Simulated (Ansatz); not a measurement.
Ansatz (a quantum-chemistry and plane-wave program) input:

Ansatz 0.2 input:
```yaml
crystal:
  periodic: [false, false, false]
  atoms:
    - {symbol: Si, position_ang: [0.79063267, 0.57671794, -0.41127162]}
    - {symbol: C, position_ang: [1.72332007, -0.99565641, -0.32626499]}
    - {symbol: F, position_ang: [1.46314830, 1.75938255, 0.39870977]}
    - {symbol: N, position_ang: [-0.80474948, 0.36066756, 0.55213905]}
    - {symbol: Si, position_ang: [-1.91544569, -1.07266083, 0.07116252]}
    - {symbol: H, position_ang: [0.31641900, 1.03787253, -1.71864860]}
    - {symbol: H, position_ang: [1.21239737, -1.79732658, -0.86428431]}
    - {symbol: H, position_ang: [2.69880548, -0.85645524, -0.79926829]}
    - {symbol: H, position_ang: [1.89659685, -1.31450054, 0.70352300]}
    - {symbol: H, position_ang: [-0.57378440, 0.28594328, 1.54712958]}
    - {symbol: H, position_ang: [-3.22472495, -0.74326279, 0.64648911]}
    - {symbol: H, position_ang: [-1.24973912, -2.23291217, 0.67506736]}
    - {symbol: H, position_ang: [-1.87147561, -1.05634535, -1.39726586]}
    - {symbol: H, position_ang: [-1.33212118, 1.23500985, 0.47301394]}
basis:
  gaussian:
    orbitals: def2-TZVPD
hamiltonian:
  xc: {name: B97M-V}
total_charge: 1
output: {forces: true}
```

### Question
What final total energy does it print?

### Answer
-776.87877 Eh (B97M-V/def2-TZVPD). The basis has 281 functions.

It need not be the lowest isomer of its formula.
